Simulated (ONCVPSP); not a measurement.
## Which change was made? (As, ONCV)

- Element: arsenic (As)
- Generator: ONCVPSP 4.0.1
- Type: optimised norm-conserving Vanderbilt (ONCV)
- Functional: PBE
- Relativity: fully relativistic
- Frozen core: [Ne]
- Valence charge: 23
- Reference configuration: 3s2 3p6 3d10 4s2 4p2.5 (charge +0.5)
- Partial waves: 3s+4s: rc 1.10 bohr, ncon 4, nbas 8, qcut 13.9 1/bohr, 2 projectors; 3p+4p: rc 1.00 bohr, ncon 4, nbas 7, qcut 12.3 1/bohr, 2 projectors; 3d: rc 1.00 bohr, ncon 4, nbas 9, qcut 17.2 1/bohr, 2 projectors, debl 3 Ha
- Local potential: polynomial inside 0.75 bohr (lpopt 4, dvloc0 6 Ha)
- Core correction: Teter function, fcfact 5, rcfact 1.35

Open shells are filled in proportion to 2j + 1.

Cutoffs, loose and tight: the cutoffs (Ha) at which the residual kinetic energy of the hardest occupied pseudo-wave falls to 1 and 0.1 mHa per electron. They do not see the model core or the augmentation charge, which bear on the density cutoff. Test errors are all-electron minus pseudo excitation energies from the reference, over the configurations 3s2 3p6 3d10 4s2 4p3; 3s2 3p6 3d10 4s2 4p2; 3s2 3p6 3d10 4s2 4p1; 3s2 3p6 3d9 4s2 4p3; variants that change the core or the reference have their own tests.

The base gives: outcome: generated; cutoff, loose: 113 Ha; cutoff, tight: 125 Ha; bound ghosts: none; GHOST(+) flags above zero: none; largest test error (meV): +101.

Question: After one change the result is: outcome: generated; cutoff, loose: 120 Ha; cutoff, tight: 133 Ha; bound ghosts: none; GHOST(+) flags above zero: none; largest test error (meV): +76. Which change was it?
A. all radii but the core radius scaled by about 0.84 (s 0.92, p 0.84, d 0.84 bohr); local potential polynomial inside 0.62 bohr (lpopt 4, dvloc0 6 Ha)
B. all radii but the core radius scaled by about 1.30 (s 1.44, p 1.30, d 1.30 bohr); local potential polynomial inside 0.98 bohr (lpopt 4, dvloc0 6 Ha)
C. all radii but the core radius scaled by about 0.92 (s 1.02, p 0.92, d 0.92 bohr); local potential polynomial inside 0.70 bohr (lpopt 4, dvloc0 6 Ha)
D. all radii but the core radius scaled by about 1.17 (s 1.28, p 1.18, d 1.18 bohr); local potential polynomial inside 0.88 bohr (lpopt 4, dvloc0 6 Ha)

Answer: C. The others give: all radii but the core radius scaled by about 0.84 (s 0.92, p 0.84, d 0.84 bohr); local potential polynomial inside 0.62 bohr (lpopt 4, dvloc0 6 Ha) → outcome: generated; cutoff, loose: 129 Ha; cutoff, tight: 143 Ha; bound ghosts: none; GHOST(+) flags above zero: none; largest test error (meV): +54 | all radii but the core radius scaled by about 1.30 (s 1.44, p 1.30, d 1.30 bohr); local potential polynomial inside 0.98 bohr (lpopt 4, dvloc0 6 Ha) → outcome: generated; cutoff, loose: 86 Ha; cutoff, tight: 98 Ha; bound ghosts: none; GHOST(+) flags above zero: none; largest test error (meV): +248 | all radii but the core radius scaled by about 1.17 (s 1.28, p 1.18, d 1.18 bohr); local potential polynomial inside 0.88 bohr (lpopt 4, dvloc0 6 Ha) → outcome: generated; cutoff, loose: 98 Ha; cutoff, tight: 111 Ha; bound ghosts: none; GHOST(+) flags above zero: none; largest test error (meV): +170.
